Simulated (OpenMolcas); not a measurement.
# Ta4+ in Cs2ZrCl6: curves along the breathing mode

Ta4+ with its 6 nearest chloride ions, on the Zr site of Cs2ZrCl6 (a = 10.407 Å, distance in the model lattice 2.446 Å). The rest of the host is ab initio model potentials to 7.6 Å and point charges beyond; the distance is set by hand and nothing relaxes. Ligand basis ANO-RCC-VDZP.

```json
{"Program": "OpenMolcas", "Method": "SS-CASPT2, IPEA 0.25 Eh, imaginary shift 0.1 Eh (the lowest 29 gerade and 27 ungerade orbitals frozen, chosen by energy and not by shell, so the metal 5p can be frozen and 4f correlated)", "Basis": "ANO-RCC-VDZP [7s6p4d2f1g]", "Scalar Hamiltonian": "DKH2, point nucleus", "Active space": "1 electron in 5 orbitals (5d)", "State averaging": "2S+1 = 2 even, 5 roots", "Spin-orbit coupling": "state interaction with AMFI integrals over the reference wave functions"}
```

Spin-free energies (labels of O, the rotations of Oh) in cm-1 above the lowest fitted minimum, as all ligands move together:

| R (Å) | 2T2 | 2E |
| --- | --- | --- |
| 2.335 | 110 | 32660 |
| 2.388 | 540 | 30700 |
| 2.442 | 3160 | 31170 |
| 2.496 | 7610 | 33700 |
| 2.549 | 13490 | 37840 |
| 2.603 | 20640 | 43430 |

Cubic fits give the following; the wavenumber is harmonic, with the mass of all moving ligands, small differences in it between states hang on the degree of the fit, a number in brackets counts states of one label, and the table is a selection of at most 14 states with clean curves.

| State | R0 (Å) | Breathing mode (cm-1) | Minimum (cm-1) |
| --- | --- | --- | --- |
| 2T2 | 2.351 | 363 | 0 |
| 2E | 2.404 | 357 | 30600 |

The minimum of 2E is shifted by +0.0530 Å against 2T2 (from the unrounded fits). With M = 212.7 u for the moving shell, the Huang-Rhys factor in this mode is S = M ω ΔR² / 2ħ = 0.01483 × 212.7 × 363 × 0.0530² = 3.22. Only the first shell moves, against a rigid host.

Roots that are degenerate in the reference are averaged as groups; the widest CASPT2 spread within a group is 100 cm-1 (the 3-fold group of multiplicity 2 near 0 cm-1 above the lowest state of its run, R = 2.442). Shifts and gaps below about the spread of the groups concerned are not significant. Over all roots computed the reference weight is 0.68 in R = 2.335, 0.68 in R = 2.388, 0.68 in R = 2.442, 0.68 in R = 2.496, 0.68 in R = 2.549, 0.67 in R = 2.603; a low but even weight reflects the number of correlated electrons. An orbital triplet at a regular site is open to Jahn-Teller coupling, which can distort the site and quench the lowest spin-orbit gaps and is left out. Ligand-to-metal charge-transfer states are missing. With one d shell and no ligand orbital active, 10Dq can be off by a tenth or more. The least metal-like active orbital is 66 % on the metal (Löwdin) and no ligand orbital is active, so the numbers are rough (holds for R = 2.335). The least metal-like active orbital is 68 % on the metal (Löwdin) and no ligand orbital is active, so the numbers are rough (holds for R = 2.388). The least metal-like active orbital is 69 % on the metal (Löwdin) and no ligand orbital is active, so the numbers are rough (holds for R = 2.442). The least metal-like active orbital is 71 % on the metal (Löwdin) and no ligand orbital is active, so the numbers are rough (holds for R = 2.496). The least metal-like active orbital is 72 % on the metal (Löwdin) and no ligand orbital is active, so the numbers are rough (holds for R = 2.549; R = 2.603). No measured value stands beside these numbers.
